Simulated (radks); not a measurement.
Values are calculated unless marked as measured or tabulated.
Problem. The mean radii <r> (bohr) of the occupied orbitals of an atom or ion are listed with their occupations. Level of theory: non-relativistic Kohn-Sham, TPSS, spin-polarised, spherical densities, point nucleus; meta-GGA in the generalised Kohn-Sham scheme (a radial shooting solver on a logarithmic mesh with Libxc functionals).

| orbital | occ. | <r> |
|---|---|---|
| 1s up | 1 | 0.03383 |
| 1s down | 1 | 0.03382 |
| 2s up | 1 | 0.1450 |
| 2s down | 1 | 0.1449 |
| 2p up | 3 | 0.1239 |
| 2p down | 3 | 0.1239 |
| 3s up | 1 | 0.3522 |
| 3s down | 1 | 0.3531 |
| 3p up | 2 | 0.3373 |

Name the element and its charge. Open shells, if any, are filled with parallel spins first.

Solution. Z = 45, rhodium, charge +31: Rh31+ in [Ne] 3s2 3p2. The 1s radius gives Z: for a bare nucleus <r> = 1.5/Z, 0.03333 bohr for Z = 45, and screening makes it slightly larger (0.03383 here). The occupations add up to 14, and the charge is Z minus that.
